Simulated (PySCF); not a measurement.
**³¹P chemical shifts**

Method: structure optimised with GFN2-xTB, GIAO PBE0/pcSseg-1 shieldings, in PySCF (equivalent nuclei averaged, one conformer, non-relativistic Hamiltonian, in vacuum).

Shieldings were converted by a linear fit to measured shifts: ³¹P: δ = 270.09 − 0.828σ (rms 18.1 ppm, 64 shifts vs H3PO4, solution or neat liquid). A few per cent of atoms miss by over 2 rms, more outside the fitted compound classes.

Problem. Give the ³¹P shifts of `CC(C)C/P=P\N(C)C`, `CSc1cpc(C)pc1C=O`, `CN(C)c1ccpc(Cl)c1`, `CC(C)[P@@H](C)=O`, `CCP(C)(C)=O`, `O=[P@](P)(c1ccco1)C(F)(F)F`, `CCP1(=N)CCPCC1`.

Solution. 
| compound | environment | δ (ppm) |
| --- | --- | --- |
| [CH3:1][CH:2]([CH3:3])[CH2:4]/[P:5]=[P:6]\[N:7]([CH3:8])[CH3:9] | P6: phosphorus bonded to N, P | 512.1 |
| [CH3:1][CH:2]([CH3:3])[CH2:4]/[P:5]=[P:6]\[N:7]([CH3:8])[CH3:9] | P5: phosphorus bonded to C, P | 422.8 |
| [CH3:1][S:2][c:3]1[cH:4][p:5][c:6]([CH3:7])[p:8][c:9]1[CH:10]=[O:11] | P8: phosphorus bonded to 2 C, in a 6-membered ring | 260.1 |
| [CH3:1][S:2][c:3]1[cH:4][p:5][c:6]([CH3:7])[p:8][c:9]1[CH:10]=[O:11] | P5: phosphorus bonded to 2 C, in a 6-membered ring | 231.9 |
| CN(C)c1ccpc(Cl)c1 | phosphorus bonded to 2 C, in a 6-membered ring | 125.3 |
| CC(C)[P@@H](C)=O | phosphorus bonded to 2 C, O, H | 15.4 |
| CCP(C)(C)=O | phosphorus bonded to 3 C, O | 14.6 |
| [O:1]=[P@:2]([PH2:3])([c:4]1[cH:5][cH:6][cH:7][o:8]1)[C:9]([F:10])([F:11])[F:12] | P2: phosphorus bonded to 2 C, O, P | 12.7 |
| [O:1]=[P@:2]([PH2:3])([c:4]1[cH:5][cH:6][cH:7][o:8]1)[C:9]([F:10])([F:11])[F:12] | P3: phosphorus bonded to P, 2 H | -158.1 |
| [CH3:1][CH2:2][P:3]1(=[NH:4])[CH2:5][CH2:6][PH:7][CH2:8][CH2:9]1 | P3: phosphorus bonded to 3 C, N, in a 6-membered ring | -2.8 |
| [CH3:1][CH2:2][P:3]1(=[NH:4])[CH2:5][CH2:6][PH:7][CH2:8][CH2:9]1 | P7: phosphorus bonded to 2 C, H, in a 6-membered ring | -56.8 |
